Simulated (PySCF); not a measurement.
CdClH3Si, SMILES [SiH3][Cd][Cl].

Geometry: B3LYP-D3(BJ)/def2-TZVP. The def2 effective core potentials stand for the cores of Cd; spin–orbit coupling is left out.

Computed with PBE/def2-TZVPD in PySCF.

Symmetry labels are those of the subgroup Cs that the program uses (full group C3v).

Question: List the valence orbital energies around the gap with their symmetry. (An estimate is asked for; the answer gives what the named calculation found.)

Answer: 
| orbital | symmetry | energy (eV) |
|---|---|---|
| HOMO−7 | A" | -13.29 |
| HOMO−6 | A' | -13.05 |
| HOMO−5 | A" | -8.91 |
| HOMO−4 | A' | -8.91 |
| HOMO−3 | A' | -8.67 |
| HOMO−2 | A' | -7.16 |
| HOMO−1 | A' | -7.05 |
| HOMO | A" | -7.05 |
| LUMO | A' | -2.03 |
| LUMO+1 | A" | -1.86 |
| LUMO+2 | A' | -1.86 |
| LUMO+3 | A' | -0.23 |
